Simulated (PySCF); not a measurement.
Cl₄Sb (SMILES [Cl][Sb]([Cl])([Cl])[Cl]), doublet, at a GFN2-xTB geometry (the spin is typed, not shown lowest) (all electrons, no relativity); B3LYP/STO-3G (PySCF).

PySCF was given this input:
```python
from pyscf import gto, scf, dft

mol = gto.M(
    atom='''
Sb    0.03902479   -0.31322280   -0.15607282
Cl    2.32544877    0.11868252   -1.11471006
Cl    0.60640938    0.40474219    1.98899331
Cl   -0.86672361    1.68460561   -0.94791198
Cl   -2.18220890   -1.26836192    0.54184720
''',
    basis='sto-3g',
    spin=1,
    verbose=4,
)

mf = dft.UKS(mol)
mf.xc = 'b3lyp'
mf.diis = False
mf.damp = 0.6
mf.diis_start_cycle = 200
mf.max_cycle = 150
mf.kernel()
```

The log (banner, timings and long lists left out):

```
PySCF version 2.14.0

[INPUT] verbose = 4
[INPUT] num. atoms = 5
[INPUT] num. electrons = 119
[INPUT] charge = 0
[INPUT] spin (= nelec alpha-beta = 2S) = 1
[INPUT] symmetry False subgroup None
[INPUT] Mole.unit = angstrom
[INPUT] Symbol           X                Y                Z      unit          X                Y                Z       unit  Magmom
[INPUT]  1 Sb     0.039024790000  -0.313222800000  -0.156072820000 AA    0.073746165169  -0.591905307969  -0.294934885289 Bohr   0.0
[INPUT]  2 Cl     2.325448770000   0.118682520000  -1.114710060000 AA    4.394461292007   0.224277458573  -2.106496721697 Bohr   0.0
[INPUT]  3 Cl     0.606409380000   0.404742190000   1.988993310000 AA    1.145947647567   0.764851890157   3.758652619492 Bohr   0.0
[INPUT]  4 Cl    -0.866723610000   1.684605610000  -0.947911980000 AA   -1.637870248594   3.183443230806  -1.791294032394 Bohr   0.0
[INPUT]  5 Cl    -2.182208900000  -1.268361920000   0.541847200000 AA   -4.123777167588  -2.396856655628   1.023942809362 Bohr   0.0

nuclear repulsion = 1003.90278977001
number of shells = 31
number of NR pGTOs = 189
number of NR cGTOs = 63
basis = sto-3g
ecp = {}

******** <class 'pyscf.dft.uks.UKS'> ********
method = UKS
initial guess = minao
damping factor = 0.6
level_shift factor = 0
DIIS disabled
SCF conv_tol = 1e-09
SCF conv_tol_grad = None
SCF max_cycles = 150
direct_scf = True
direct_scf_tol = 1e-13
number electrons alpha = 60  beta = 59
XC library pyscf.dft.libxc version 7.1.2
    S. Lehtola, C. Steigemann, M. J. T. Oliveira, and M. A. L. Marques,  SoftwareX 7, 1–5 (2018)
XC functionals = b3lyp
    P. J. Stephens, F. J. Devlin, C. F. Chabalowski, and M. J. Frisch,  J. Phys. Chem. 98, 11623 (1994)
radial grids:
    Treutler-Ahlrichs [JCP 102, 346 (1995); DOI:10.1063/1.469408] (M4) radial grids

becke partition: Becke, JCP 88, 2547 (1988); DOI:10.1063/1.454033
pruning grids: <function nwchem_prune>
grids dens level: 3
symmetrized grids: False
atomic radii adjust function: <function treutler_atomic_radii_adjust>
small_rho_cutoff = 0
Set gradient conv threshold to 3.16228e-05
tot grids = 97480
init E= -8055.23769131987

cycle= 1 E= -8074.26986714696  delta_E=  -19  |g|= 0.13  |ddm|= 2.34
cycle= 2 E= -8074.2756537958  delta_E= -0.00579  |g|= 0.077  |ddm|= 0.137
cycle= 3 E= -8074.27699420231  delta_E= -0.00134  |g|= 0.0469  |ddm|= 0.0456
cycle= 4 E= -8074.27750810609  delta_E= -0.000514  |g|= 0.0285  |ddm|= 0.0274
cycle= 5 E= -8074.27771156517  delta_E= -0.000203  |g|= 0.0172  |ddm|= 0.0179
cycle= 6 E= -8074.27779314027  delta_E= -8.16e-05  |g|= 0.0104  |ddm|= 0.0119
cycle= 7 E= -8074.27782646727  delta_E= -3.33e-05  |g|= 0.00628  |ddm|= 0.00802
cycle= 8 E= -8074.27784041638  delta_E= -1.39e-05  |g|= 0.00382  |ddm|= 0.00546
cycle= 9 E= -8074.27784641865  delta_E= -6e-06  |g|= 0.00233  |ddm|= 0.00375
cycle= 10 E= -8074.27784907758  delta_E= -2.66e-06  |g|= 0.00144  |ddm|= 0.0026
cycle= 11 E= -8074.27785029001  delta_E= -1.21e-06  |g|= 0.000896  |ddm|= 0.00182
cycle= 12 E= -8074.27785085789  delta_E= -5.68e-07  |g|= 0.000566  |ddm|= 0.00128
cycle= 13 E= -8074.27785113057  delta_E= -2.73e-07  |g|= 0.000364  |ddm|= 0.000909
cycle= 14 E= -8074.27785126428  delta_E= -1.34e-07  |g|= 0.000238  |ddm|= 0.000648
cycle= 15 E= -8074.27785133115  delta_E= -6.69e-08  |g|= 0.000158  |ddm|= 0.000465
cycle= 16 E= -8074.27785136509  delta_E= -3.39e-08  |g|= 0.000107  |ddm|= 0.000335
cycle= 17 E= -8074.27785138251  delta_E= -1.74e-08  |g|= 7.39e-05  |ddm|= 0.000243
cycle= 18 E= -8074.27785139162  delta_E= -9.11e-09  |g|= 5.17e-05  |ddm|= 0.000176
cycle= 19 E= -8074.27785139634  delta_E= -4.72e-09  |g|= 3.66e-05  |ddm|= 0.000129
cycle= 20 E= -8074.27785139884  delta_E= -2.5e-09  |g|= 2.62e-05  |ddm|= 9.44e-05
cycle= 21 E= -8074.2778514002  delta_E= -1.37e-09  |g|= 1.89e-05  |ddm|= 6.94e-05
cycle= 22 E= -8074.27785140094  delta_E= -7.37e-10  |g|= 1.37e-05  |ddm|= 5.12e-05
Extra cycle  E= -8074.27785140169  delta_E= -7.49e-10  |g|= 4.54e-06  |ddm|= 9.49e-05
converged SCF energy = -8074.27785140169  <S^2> = 0.75595911  2S+1 = 2.0059503
```
